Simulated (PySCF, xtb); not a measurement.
CH3Cl2NSi2, SMILES Cl[Si]1(Cl)N=C[SiH2]1.

Harmonic wavenumbers (cm⁻¹) from GFN2-xTB (xtb 6.7.1) at its own minimum, in rising order: 73, 100, 132, 159, 280, 310, 359, 448, 467, 519, 523, 577, 694, 733, 768, 819, 1217, 1594, 2254, 2257, 3004.

What does B3LYP-D3(BJ)/def2-SVP (PySCF 2.14.0) give at its own minimum? (The exact figures need the calculation; the answer reports its results.)

89, 119, 161, 199, 284, 348, 462, 462, 545, 586, 613, 657, 750, 767, 897, 941, 1286, 1580, 2206, 2222, 3027. Paired by order, the mean absolute difference is 53 cm⁻¹ and the zero-point energies are 24.7 and 26.0 kcal/mol.
